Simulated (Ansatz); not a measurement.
Consider the redistribution: `OCO[SiH2]F` + `[Cl][GaH2]` → `OCO[SiH3]` + `[F][GaH][Cl]`.

Computed with Ansatz on PBE0-D4/def2-TZVP structures; ΔE is electronic, products minus reactants. CBS: MP2 limit from def2 TZ/QZ plus the TZ coupled-cluster correction, frozen cores. For Ga outer-core shells are correlated without core-valence functions, which leaves a few kJ/mol of doubt a bond. Scalar relativity is left out up to krypton. Each species was taken in one conformer, which may not be the lowest.

```
       species  HF/def2-QZVPP energy (Eh)
  `OCO[SiH2]F`                 -579.15048
  `[Cl][GaH2]`                -2384.02515
   `OCO[SiH3]`                 -480.16028
`[F][GaH][Cl]`                -2482.98752
```

Task: Work out ΔE.

Result: ΔE = (-480.16028) + (-2482.98752) − (-579.15048) − (-2384.02515) = 0.02783 Eh = +17.5 kcal/mol. CCSD(T)/CBS gives +17.4 kcal/mol.

Largest T1 diagnostic among the species: 0.013.

In def2-TZVPP, CCSD(T) changes the Hartree–Fock value by −1.1 kcal/mol (the triples alone add −0.4 kcal/mol) and MP2 by −1.1 kcal/mol. From PBE to PBE0 (25 % exact exchange), in def2-TZVPP and without D4, ΔE moves by +1.2 kcal/mol.
